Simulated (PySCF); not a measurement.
Working out the ionisation energy of Ge

Ge [Ar] 3d10 4s2 4p2 (3P) → Ge⁺ [Ar] 3d10 4s2 4p1 (2P). All numbers are calculated (PySCF 2.14, scalar relativity through the core potential, in aug-cc-pVDZ-PP with ECP10MDF (5s4p3d, 32 functions)). Frozen: 3s2 3p6 3d10. Energies in hartree (1 hartree = 27.21139 eV):

| part | Ge (lower) | Ge⁺ (upper) |
| --- | --- | --- |
| UHF | -293.341749 | -293.069413 |
| CCSD correlation | -0.057237 | -0.046253 |
| (T) | -0.000901 | -0.000458 |

What does Hartree-Fock give?

(-293.069413) − (-293.341749) = 0.272336 hartree = 7.411 eV.

What do CCSD and CCSD(T) give?

The CCSD correlation energies differ by 0.010984 hartree = 0.299 eV and the triples by 0.000443 hartree = 0.012 eV, so CCSD gives 7.710 eV and CCSD(T) 7.722 eV.

Measured between the centres of the two terms (NIST): 7.925 eV, so CCSD(T) (valence) is off by -0.203 eV.

A double-zeta basis recovers only part of the correlation energy.

What remains against the reference includes basis incompleteness, the frozen core and higher excitations.
